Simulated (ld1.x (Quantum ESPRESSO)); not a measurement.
Results of a calculation; reference values are marked as such.
## Hardness and transferability of assorted potentials

Generated with ld1.x 7.5 (TM, RRKJ, ultrasoft, PAW), atompaw 4.2 or ONCVPSP 4.0.1. The cutoff is in Ry: for ld1.x and atompaw files where the sum of valence levels is converged to 10 mRy in a Bessel basis, for ONCV files where the hardest occupied wave has 1 mHa per electron of residual kinetic energy. The error is the largest all-electron minus pseudo excitation energy over each file’s own four to seven test configurations (ionisations up to +4, promotions, holes and added fractions of an electron), all of which were solved. The labels leave out finer settings (local radius, basis sizes, second energies), which also bear on the numbers. Spin-polarised tests are not counted. The rows are a selection from randomly drawn settings: files with unsolved tests, undetermined cutoffs or missed reference levels are left out.

A true bound ghost makes a file unfit for plane-wave use even where its test errors are small: the radial tests pick states by their node count and pass the ghost by.

| element | potential | cutoff (Ry) | largest error (meV) | bound ghosts |
| --- | --- | --- | --- | --- |
| Cl | TM, LDA (PZ), non-relativistic, rc 1.25/1.50 (sp), local smoothed, core correction no, reference 3s2 3p4.5 | 50 | +124 | none |
| As | TM, LDA (PZ), scalar-relativistic, rc 1.25/1.40/1.10 (spd), local d, core correction yes, reference 4s1 4p4 | 80 | -8.4 | s, p |
| Te | TM, PBEsol, scalar-relativistic, rc 1.75/1.80/1.40 (spd), local smoothed, core correction no, reference 4d10 5s2 5p3 | 100 | +151 | s |
| Ba | TM, PBE, fully relativistic, rc 3.05/4.10/3.25 (spd), local s, core correction yes, reference 5d0 6s2 6p0 | 8 | -39 | none |
| Ta | TM, PBE, scalar-relativistic, rc 2.15/1.60/1.70/2.15 (spdf), local s, core correction yes, reference 5p6 5d3 6s2 6p0 | 50 | -667 | none |
| Pt | TM, PBE, scalar-relativistic, rc 2.25/3.95/2.10 (spd), local smoothed, core correction no, reference 5d9 6s1 6p0 | 40 | -168 | none |

(1) Fill in the row for Ta: TM, PBE, scalar-relativistic, rc 2.05/3.70/2.65 (spd), local s, core correction no, reference 5d3 6s1.75 6p0.25.

(2) Fill in the row for Ge: PAW, LDA (PZ), scalar-relativistic, rc 2.00/2.64/1.85 (spd), local smoothed, core correction yes, reference 4s2 4p1.

## Answers

(1) cutoff 25 Ry, largest error +397 meV, bound ghosts: none.

(2) cutoff 6 Ry, largest error -247 meV, bound ghosts: d.
